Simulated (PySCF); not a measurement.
From one molecule to another.

First species: C₆H₈OS₂Si.
SMILES with atom numbers: `[CH3:1][C:2]1=[C:3]([S:4][SiH3:5])[C:6](=[S:7])[CH2:8][C:9]1=[O:10]` (hydrogens: H11, H12, H13 on C1; H14, H15, H16 on Si5; H17, H18 on C8)

Geometry (GFN2-xTB, Å), atoms numbered from 1 in this order:
```
atom  x, y, z in Å
C1    -1.6256    1.9957   -0.2654
C2    -1.1789    0.5900   -0.1559
C3     0.1142    0.1488   -0.0035
S4     1.4569    1.2355    0.0827
Si5    3.3110    0.1033    0.3595
C6     0.1472   -1.2885    0.0616
S7     1.4587   -2.2440    0.2330
C8    -1.2521   -1.8031   -0.0578
C9    -2.0980   -0.5439   -0.1963
O10   -3.3011   -0.5049   -0.3144
H11   -1.1553    2.4737   -1.1251
H12   -2.7070    2.0288   -0.3699
H13   -1.3213    2.5576    0.6179
H14    3.2809   -0.5348    1.6627
H15    4.1823    1.2773    0.4179
H16    3.5943   -0.6432   -0.8524
H17   -1.5454   -2.3851    0.8188
H18   -1.3694   -2.4569   -0.9248
```

Second species: C₂H₆F₅NSi₂.
SMILES: `FC[SiH2]N[Si@H](F)C(F)(F)F`

Levels: PBE0/pcSseg-1 for dipole moment, HOMO energy, LUMO energy and HOMO–LUMO gap; GFN2-xTB for rotational constant A and rotational constant C. Geometries: GFN2-xTB. Each species is one conformer at its optimised geometry, gas phase, non-relativistic unless stated; the electronic structure was computed with PySCF and density fitting.

The conformers computed, where there is a choice (atom-mapped SMILES and torsion angles):
- `[CH3:1][C:2]1=[C:3]([S:4][SiH3:5])[C:6](=[S:7])[CH2:8][C:9]1=[O:10]`: C2–C3–S4–Si5 179°
- `[F:1][CH2:2][SiH2:3][NH:4][Si@H:5]([F:6])[C:7]([F:8])([F:9])[F:10]`: F1–C2–Si3–N4 -56°, C2–Si3–N4–Si5 -1°, Si3–N4–Si5–F6 -55°, N4–Si5–C7–F8 -49°

(1) Which of the two has the higher dipole moment, and by how much?

(2) Which has the higher LUMO energy?

(3) Which of the two has the higher rotational constant C, and by how much?

(4) Which of the two has the higher rotational constant A, and by how much?

(5) Which of the two has the higher HOMO–LUMO gap, and by how much?

(6) Which has the higher HOMO energy?

Results:

(1) The second: 3.56 D against 1.67 D, a difference of 1.89 D.

(2) The second: 0.02 eV against -3.43 eV, a difference of 3.45 eV.

(3) The second: 0.462 GHz against 0.448 GHz, a difference of 0.014 GHz.

(4) The second: 1.822 GHz against 1.421 GHz, a difference of 0.401 GHz.

(5) The second: 8.34 eV against 3.57 eV, a difference of 4.77 eV.

(6) The first: -7.00 eV against -8.32 eV, a difference of 1.32 eV.

On the first: The dipole matches unit charges of opposite sign 0.35 Å apart (1 e·Å = 4.8032 D).

On the second: In atomic units the dipole is 1.40 e·bohr (1 au = 2.5417 D).
